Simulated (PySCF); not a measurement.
PySCF input file for ethylmethylamine (C3H9N), SMILES CCNC, TDA-B3LYP/def2-SVPD. Geometry optimised at B3LYP-D3(BJ)/def2-SVP. Other conformers were not sampled.

```python
import numpy as np
from pyscf import gto, scf, dft, tdscf

mol = gto.M(
    atom='''
    C    -1.88474465   -0.09280929    0.25919826
    C    -0.48199413   -0.52123746   -0.15180216
    N     0.48804408    0.52905766    0.10048636
    C     1.84692285    0.17828663   -0.25701106
    H    -2.17394097    0.83194858   -0.26352519
    H    -2.62384166   -0.87552302    0.02814081
    H    -1.93744147    0.10308958    1.34406463
    H    -0.22102602   -1.48077217    0.35551087
    H    -0.46607264   -0.74516711   -1.23420361
    H     0.44541336    0.80370893    1.08161862
    H     2.53241041    0.99935633    0.00552029
    H     1.91998971    0.02642915   -1.34767876
    H     2.22709644   -0.75191310    0.22483773
    ''',
    basis='def2-SVPD',
    charge=0,
    spin=0,
    max_memory=1600,
    verbose=4,
)
mf = dft.RKS(mol, xc='b3lyp').density_fit(auxbasis='def2-universal-jkfit')
mf.grids.level = 3
mf.conv_tol = 1e-9
mf.max_cycle = 100
mf.kernel()
mf.grids = dft.Grids(mol).set(level=1).build(with_non0tab=True)  # coarser grid for the response kernel
td = tdscf.TDA(mf)
td.singlet = True
td.nstates = 10
td.conv_tol = 1e-4
td.positive_eig_threshold = 1e-6
td.kernel(x0=td.get_init_guess(mf, 15))
td.analyze()
tt = tdscf.TDA(mf)
tt.singlet = False
tt.nstates = 4
tt.conv_tol = 1e-4
tt.positive_eig_threshold = 1e-6
tt.kernel(x0=tt.get_init_guess(mf, 9))
tt.analyze(verbose=3)
```

Output:

```
PySCF version 2.14.0

[INPUT] verbose = 4
[INPUT] num. atoms = 13
[INPUT] num. electrons = 34
[INPUT] charge = 0
[INPUT] spin (= nelec alpha-beta = 2S) = 0
[INPUT] symmetry False subgroup None
[INPUT] Mole.unit = angstrom
[INPUT] Symbol           X                Y                Z      unit          X                Y                Z       unit  Magmom
[INPUT]  1 C     -1.884744650000  -0.092809290000   0.259198260000 AA   -3.561651203239  -0.175384139915   0.489813723364 Bohr   0.0
[INPUT]  2 C     -0.481994130000  -0.521237460000  -0.151802160000 AA   -0.910836899348  -0.984996045264  -0.286864507517 Bohr   0.0
[INPUT]  3 N      0.488044080000   0.529057660000   0.100486360000 AA    0.922269647915   0.999774081503   0.189891699654 Bohr   0.0
[INPUT]  4 C      1.846922850000   0.178286630000  -0.257011060000 AA    3.490178359701   0.336912902372  -0.485680514384 Bohr   0.0
[INPUT]  5 H     -2.173940970000   0.831948580000  -0.263525190000 AA   -4.108153044271   1.572154965921  -0.497990436024 Bohr   0.0
[INPUT]  6 H     -2.623841660000  -0.875523020000   0.028140810000 AA   -4.958342131624  -1.654498723552   0.053178423823 Bohr   0.0
[INPUT]  7 H     -1.937441470000   0.103089580000   1.344064630000 AA   -3.661233760675   0.194811072496   2.539914044415 Bohr   0.0
[INPUT]  8 H     -0.221026020000  -1.480772170000   0.355510870000 AA   -0.417678644203  -2.798253854178   0.671818178606 Bohr   0.0
[INPUT]  9 H     -0.466072640000  -0.745167110000  -1.234203610000 AA   -0.880749643753  -1.408161754934  -2.332306804850 Bohr   0.0
[INPUT] 10 H      0.445413360000   0.803708930000   1.081618620000 AA    0.841709262622   1.518789761567   2.043962963030 Bohr   0.0
[INPUT] 11 H      2.532410410000   0.999356330000   0.005520290000 AA    4.785562109898   1.888509764550   0.010431836228 Bohr   0.0
[INPUT] 12 H      1.919989710000   0.026429150000  -1.347678760000 AA    3.628254713883   0.049943855205  -2.546743760293 Bohr   0.0
[INPUT] 13 H      2.227096440000  -0.751913100000   0.224837730000 AA    4.208602324594  -1.420909828473   0.424881732169 Bohr   0.0

nuclear repulsion = 132.805200009795
number of shells = 68
number of NR pGTOs = 210
number of NR cGTOs = 152
basis = def2-SVPD
ecp = {}


******** <class 'pyscf.df.df_jk.DFRKS'> ********
method = DFRKS
initial guess = minao
damping factor = 0
level_shift factor = 0
DIIS = <class 'pyscf.scf.diis.CDIIS'>
diis_start_cycle = 1
diis_space = 8
diis_damp = 0
SCF conv_tol = 1e-09
SCF conv_tol_grad = None
SCF max_cycles = 100
direct_scf = False
XC library pyscf.dft.libxc version 7.1.2
    S. Lehtola, C. Steigemann, M. J. T. Oliveira, and M. A. L. Marques,  SoftwareX 7, 1–5 (2018)
XC functionals = b3lyp
    P. J. Stephens, F. J. Devlin, C. F. Chabalowski, and M. J. Frisch,  J. Phys. Chem. 98, 11623 (1994)
radial grids:
    Treutler-Ahlrichs [JCP 102, 346 (1995); DOI:10.1063/1.469408] (M4) radial grids

becke partition: Becke, JCP 88, 2547 (1988); DOI:10.1063/1.454033
pruning grids: <function nwchem_prune>
grids dens level: 3
symmetrized grids: False
atomic radii adjust function: <function treutler_atomic_radii_adjust>
small_rho_cutoff = 0
Set gradient conv threshold to 3.16228e-05
Initial guess from minao.
tot grids = 144528
******** <class 'pyscf.df.df.DF'> ********
auxbasis = def2-universal-jkfit
init E= -174.415265865046
  HOMO = -0.275673360742279  LUMO = -0.010695321787348  gap/eV = 7.21042
cycle= 1 E= -174.329861472564  delta_E= 0.0854  |g|= 0.377  |ddm|= 4.56
  HOMO = -0.15328492508074  LUMO = 0.0318400188701524  gap/eV = 5.03751
cycle= 2 E= -174.306149360661  delta_E= 0.0237  |g|= 0.498  |ddm|= 2.14
  HOMO = -0.231144622581237  LUMO = 0.0185220767058452  gap/eV = 6.79378
cycle= 3 E= -174.368729952017  delta_E= -0.0626  |g|= 0.0571  |ddm|= 1.19
  HOMO = -0.224303438182181  LUMO = 0.0185927630873839  gap/eV = 6.60954
cycle= 4 E= -174.369300902346  delta_E= -0.000571  |g|= 0.0252  |ddm|= 0.113
  HOMO = -0.226978566313607  LUMO = 0.0186785672277234  gap/eV = 6.68467
cycle= 5 E= -174.369439513175  delta_E= -0.000139  |g|= 0.00365  |ddm|= 0.0442
  HOMO = -0.226945645878866  LUMO = 0.0185731165701988  gap/eV = 6.68091
cycle= 6 E= -174.369442403657  delta_E= -2.89e-06  |g|= 0.00103  |ddm|= 0.0121
  HOMO = -0.226927004111611  LUMO = 0.0185958139042097  gap/eV = 6.68102
cycle= 7 E= -174.369442661409  delta_E= -2.58e-07  |g|= 0.000218  |ddm|= 0.00152
  HOMO = -0.226913463209683  LUMO = 0.0186006695427432  gap/eV = 6.68078
cycle= 8 E= -174.369442672616  delta_E= -1.12e-08  |g|= 4.25e-05  |ddm|= 0.000342
  HOMO = -0.226913350498405  LUMO = 0.0186000522557208  gap/eV = 6.68076
cycle= 9 E= -174.369442673123  delta_E= -5.07e-10  |g|= 5.9e-06  |ddm|= 0.00012
  HOMO = -0.226913045853283  LUMO = 0.0186003309706817  gap/eV = 6.68076
Extra cycle  E= -174.369442673129  delta_E= -5.4e-12  |g|= 4.53e-06  |ddm|= 2.67e-05
converged SCF energy = -174.369442673129
tot grids = 42912
Overwritten attributes  positive_eig_threshold  of <class 'pyscf.tdscf.rks.TDA'>


******** <class 'pyscf.tdscf.rks.TDA'> for <class 'pyscf.df.df_jk.DFRKS'> ********
nstates = 10 singlet
deg_eia_thresh = 1.000e-03
wfnsym = None
conv_tol = 0.0001
eigh lindep = 1e-12
eigh level_shift = 0
eigh max_cycle = 100


Excitation energies (eV)
[5.66727253 6.309283   6.54407725 7.15824    7.513004   7.80968876
 8.39473104 8.50643257 8.54569891 8.77708332]

** Singlet excitation energies and oscillator strengths **
Excited State   1:      5.66727 eV    218.77 nm  f=0.0056
      17 -> 18       -0.69511
Excited State   2:      6.30928 eV    196.51 nm  f=0.0205
      17 -> 19       -0.70143
Excited State   3:      6.54408 eV    189.46 nm  f=0.0287
      17 -> 20       -0.69532
Excited State   4:      7.15824 eV    173.20 nm  f=0.0349
      17 -> 21       -0.69801
Excited State   5:      7.51300 eV    165.03 nm  f=0.0919
      17 -> 22       -0.69885
Excited State   6:      7.80969 eV    158.76 nm  f=0.0106
      17 -> 23        0.69303
Excited State   7:      8.39473 eV    147.69 nm  f=0.0039
      17 -> 24       -0.65030
      17 -> 25       -0.23030
Excited State   8:      8.50643 eV    145.75 nm  f=0.0342
      17 -> 24       -0.24032
      17 -> 25        0.65171
      17 -> 27        0.10568
Excited State   9:      8.54570 eV    145.08 nm  f=0.0574
      17 -> 26       -0.68344
      17 -> 28        0.13665
Excited State  10:      8.77708 eV    141.26 nm  f=0.0006
      17 -> 25       -0.10890
      17 -> 27        0.65485
      17 -> 28        0.20362

** Transition electric dipole moments (AU) **
state          X           Y           Z        Dip. S.      Osc.
  1         0.0140      0.1995     -0.0241      0.0406      0.0056
  2         0.3321     -0.1182      0.0917      0.1326      0.0205
  3         0.0029      0.2950     -0.3029      0.1788      0.0287
  4        -0.1343      0.4249      0.0160      0.1989      0.0349
  5         0.2390     -0.6571      0.1006      0.4991      0.0919
  6         0.1629      0.1607      0.0535      0.0552      0.0106
  7         0.1118     -0.0381      0.0724      0.0192      0.0039
  8         0.3977     -0.0471     -0.0614      0.1641      0.0342
  9         0.5182      0.0663     -0.0349      0.2742      0.0574
 10        -0.0402      0.0205      0.0248      0.0026      0.0006

** Transition velocity dipole moments (imaginary part, AU) **
state          X           Y           Z        Dip. S.      Osc.
  1         0.0062      0.0099     -0.0147      0.0004      0.0011
  2         0.0595     -0.0309      0.0209      0.0049      0.0142
  3        -0.0046      0.0629     -0.0593      0.0075      0.0208
  4        -0.0287      0.0604      0.0102      0.0046      0.0116
  5         0.0505     -0.1274      0.0289      0.0196      0.0474
  6         0.0354      0.0314      0.0143      0.0024      0.0057
  7         0.0209      0.0151     -0.0148      0.0009      0.0019
  8         0.1032     -0.0104     -0.0134      0.0109      0.0233
  9         0.1300      0.0102      0.0051      0.0170      0.0362
 10        -0.0141     -0.0121      0.0232      0.0009      0.0018

** Transition magnetic dipole moments (imaginary part, AU) **
state          X           Y           Z
  1        -0.5957     -0.2127     -0.0593
  2        -0.0894      0.1301      0.2449
  3         0.0165     -0.0464      0.0103
  4        -0.2238      0.0376      0.1060
  5        -0.1189      0.0338      0.2235
  6         0.7816      0.2136     -0.0690
  7        -0.0844      0.1793      0.1994
  8         0.2211      0.0067      0.2411
  9        -0.3207     -0.0855      0.0500
 10         0.2789      0.1306     -0.1039


******** <class 'pyscf.tdscf.rks.TDA'> for <class 'pyscf.df.df_jk.DFRKS'> ********
nstates = 4 triplet
deg_eia_thresh = 1.000e-03
wfnsym = None
conv_tol = 0.0001
eigh lindep = 1e-12
eigh level_shift = 0
eigh max_cycle = 100


Excitation energies (eV)
[5.46427636 6.23366726 6.36917752 7.00255734]

** Triplet excitation energies and oscillator strengths **
Excited State   1:      5.46428 eV    226.90 nm  f=0.0000
Excited State   2:      6.23367 eV    198.89 nm  f=0.0000
Excited State   3:      6.36918 eV    194.66 nm  f=0.0000
Excited State   4:      7.00256 eV    177.06 nm  f=0.0000
```

The run converged.

Cost: about 100 core-seconds (a rough figure).
